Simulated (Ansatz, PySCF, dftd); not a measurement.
System: C$_{4}$H$_{5}$N, charge 0, singlet. C4H5N (SMILES C/C=C\C#N).
B3LYP-D3(BJ)/def2-TZVP minimum from Ansatz (an electronic-structure program):
```
C
C 1 1.3365
H 2 1.0826 1 120.89
H 1 1.0850 2 117.12 3 0.00
C 2 1.4241 3 115.94 1 -180.00
N 5 1.1531 3 152.15 2 180.00
C 1 1.4884 4 116.79 2 180.00
H 7 1.0890 1 112.12 4 -180.00
H 7 1.0936 8 108.70 1 -122.19
H 7 1.0936 8 108.70 9 -115.62
```
Charge 0, spin multiplicity 1.

Wanted: enthalpy of formation at 298 K (by atomisation, with rigid-rotor harmonic-oscillator terms from PySCF's Hessian at B3LYP-D3(BJ)/def2-TZVP and the atoms' measured values of the G2/97 table; no spin-orbit terms), in kJ/mol. UHF or UKS for unpaired electrons; spin-orbit terms are left out. Correlated methods leave the cores frozen. Rows without X2C or -DK are non-relativistic. CBS(X,Y): correlation extrapolated as X^-3, Hartree-Fock from the larger set. A bracket is a step between two methods taken in the basis named. Functionals run without relativity, which enters their misses. Double hybrids freeze cores in their MP2 part. 'core' is core correlation in cc-pwCVTZ, 'X2C' scalar relativity in cc-pVTZ-DK, both at CCSD(T). For partners of very few electrons the exact lower level stands in for a higher one. The restricted determinant of C4H5N (C/C=C\C#N, singlet) is unstable towards broken spin symmetry in at least one set run.

| level | program | enthalpy of formation at 298 K (kJ/mol) | difference against the last row |
|---|---|---|---|
| r2SCAN-D3(BJ)/def2-TZVPD | Ansatz + dftd3 | 148.0 | 5.0 |
| B3LYP-D3(BJ)/def2-TZVPD | Ansatz + dftd3 | 132.3 | -10.7 |
| B3LYP-D4/def2-TZVPD | Ansatz + dftd4 | 137.2 | -5.8 |
| r2SCANh/def2-TZVPD | Ansatz | 188.4 | 45.4 |
| CAM-B3LYP-D3(BJ)/def2-TZVPD | Ansatz + dftd3 | 134.5 | -8.5 |
| B2GP-PLYP-D3(BJ)/def2-TZVPD | Ansatz + dftd3 | 189.7 | 46.7 |
| MP2/cc-pVDZ | Ansatz | 399.1 | 256.1 |
| MP2/CBS(cc-pVTZ,cc-pVQZ) | Ansatz | 58.5 | -84.5 |
| CCSD/cc-pVTZ | Ansatz | 361.9 | 218.9 |
| CCSD(T)/cc-pVTZ | Ansatz | 278.4 | 135.4 |
| CCSD(T)/CBS(cc-pVTZ,cc-pVQZ) + core + X2C | Ansatz | 147.7 | 4.7 |
| CCSDT(Q)/cc-pVDZ | Ansatz | 495.2 | 352.2 |
| CCSD(T)/CBS(cc-pVTZ,cc-pVQZ) + [CCSDT(Q) - CCSD(T)]/cc-pVDZ + core + X2C | Ansatz | 143.0 | 0.0 |
